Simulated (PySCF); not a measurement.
## Checking a proposed structure

A compound C₉H₁₂Si gives the data below (simulated from a calculation) and was assigned the structure `c1ccc(C2C[SiH2]C2)cc1`.

13C{1H} NMR (computed): δ 159.5 (C), 146.2 (CH), 134.9 (C), 132.0 (CH2), 105.6 (C), 94.7 (C), 35.9 (CH), 26.9 (CH3), 19.3 (CH3).

1H NMR (600 MHz, computed): δ 6.39 (m, 1H), 5.78 (m, 1H), 5.75 (m, 1H), 4.87 (m, 1H), 4.54 (m, 1H), 2.42 (m, 1H), 2.08 (s, 3H), 1.40 (d, 3H).

Method: GFN2-xTB geometry, NMR shieldings at PBE0/pcSseg-1/GIAO, in PySCF 2.14.0 with density-fitted response routines (isolated molecule, no relativistic terms, averaged over atoms made equivalent by symmetry, fast rotation or ring inversion, one conformer).

References, each an isolated molecule treated in the same way: TMS for 1H (σ = 31.72 ppm), 13C (σ = 186.93 ppm).

Q: Compare with the shifts computed for the proposed structure, pairing carbons in order of shift.

A: Mapped SMILES: `[cH:1]1[cH:2][cH:3][c:4]([CH:5]2[CH2:6][SiH2:7][CH2:8]2)[cH:9][cH:10]1`; H(Xn) means a hydrogen on atom n.

```tsv
atom	computed for proposal	given list	difference
C4	160.2	159.5	+0.7
C2	134.1	146.2	-12.1
C10	134.1	134.9	-0.8
C3	131.6	132.0	-0.4
C9	131.6	105.6	+26.0
C1	131.1	94.7	+36.4
C5	42.8	35.9	+6.9
C6	21.1	26.9	-5.8
C8	21.1	19.3	+1.8
```

The rms difference is 15.7 ppm and the largest +36.4 ppm at C1 (aromatic CH). The proposal also would give 6 carbon signals, not 9. The carbon types in order of shift don't match either: C, CH, CH, CH, CH, CH, CH, CH2, CH2 for the proposal against C, CH, C, CH2, C, C, CH, CH3, CH3 in the data. The proposal doesn't fit.

Q: Which isomer fits?

A: `C=C(C)C#CC1=C[SiH2][C@@H]1C`.

- Carbon types of the structure: 4 × C, 2 × CH, 1 × CH2, 2 × CH3, leaving 2 H on heteroatoms.
- δC 159.5, 134.9: fully substituted alkene carbon; the olefinic region.
- δC 146.2: alkene CH; as expected for a trigonal carbon in a double bond.
- δC 132.0: terminal =CH2 carbon; the olefinic region.
- δC 105.6, 94.7: alkyne carbon.

Other isomers checked: [SiH3]C[C@]12C=C[C@@H]3[C@H](C=C1)[C@@H]32 (rms 22.0 ppm).

This is the structure that produced the data.

Shifts are as computed. Against solution values, carbons near 30 ppm lie about +3 ppm off and those near 130 ppm about +5 ppm. Of 1211 compounds with measured shifts, 218 miss one by over three times the rms of a fit or turn the order of signals round; such compounds aren't used in these exercises. Multiplicities follow the n + 1 count of equivalent neighbours, as no J values were calculated; m marks all less simple cases, F and P coupling included.
